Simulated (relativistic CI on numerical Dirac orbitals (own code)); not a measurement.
**L2,3 absorption of nickel in several valence states**

Computed multiplet spectra 2p⁶3dⁿ → 2p⁵3dⁿ⁺¹ (Dirac-Coulomb-Breit ions, Slater integrals scaled by 0.9, an assumed crystal field that grows with the charge, no charge transfer; 300 K; Lorentzian 0.4 eV and Gaussian 0.3 eV FWHM at both edges, so that L2 comes out sharper than in experiment). Peaks over 5 % are given in eV from the highest peak in the L3 region of each spectrum (height, largest 100). S of the lowest state is read from ⟨S²⟩, and the branching ratio is the share of L3, cut at the minimum between the edges.

Field parameters in Wybourne normalisation: Oh B⁴₀ = 21Dq, B⁴₄ = √(5/14) B⁴₀. The field is a parameter set, without covalency.

- Ni2+ (d8, Oh, 10Dq = 14350 cm⁻¹): S = 1.00, branching ratio 0.74; peaks 0.0 (100), 1.5 (8), 2.4 (26), 17.4 (25), 18.7 (26)
- Ni3+ (d7, Oh, 10Dq = 18550 cm⁻¹): S = 1.50, high spin, branching ratio 0.82; peaks -4.7 (67), -2.5 (73), -1.7 (79), 0.0 (100), 1.7 (18), 3.3 (7), 15.7 (21), 16.9 (21), 17.8 (24), 19.3 (5)
- Ni4+ (d6, Oh, 10Dq = 22750 cm⁻¹): S = 0.14, low spin, branching ratio 0.69; peaks -3.1 (9), 0.0 (100), 1.5 (21), 2.6 (41), 5.0 (7), 16.9 (47), 17.7 (13), 18.3 (17), 19.0 (14)

The centroid of the whole edge, which also moves with the branching ratio, lies at 860.6 (Ni2+), 861.1 (Ni3+), 867.1 (Ni4+) eV in this ionic model, in steps of 0.5 to 6.0 eV. Compounds show about 1 to 2 eV a unit and lower energies for the high valences, since ligands screen the charge. The multiplet shape follows the d count and the spin state, and so serves as a fingerprint of valence. Real compounds of Ni3+ are mostly low spin, since covalency shrinks the Slater integrals more than this scale does. Ni4+ lies at a spin crossover.
